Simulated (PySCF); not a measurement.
Radial density of Gd(2+) (gadolinium, charge +2)

B97-3, [Xe] 4f7 5d1, high-spin 9D determinant. Calculation: PySCF 2.14, in ANO-RCC-VTZP; the spin-free X2C one-electron Hamiltonian (Gaussian nucleus).

```tsv
r (bohr)	4πr²ρ (e/bohr)	4πr²(ρα − ρβ)
0.0200	81.40	0.0034
0.0336	76.86	0.0088
0.0565	108.6	0.0179
0.0951	96.23	0.0556
0.160	94.61	0.4726
0.269	67.79	2.7963
0.453	47.08	7.8010
0.761	29.25	7.2474
1.28	10.96	2.7815
2.15	2.924	0.6737
3.62	0.1787	0.1233
6.09	0.007592	0.0076
```

Densities and radii are taken from the X2C orbitals without a picture-change correction, which distorts them close to the nucleus.

Spin-orbit coupling, absent here, splits the open shell strongly.
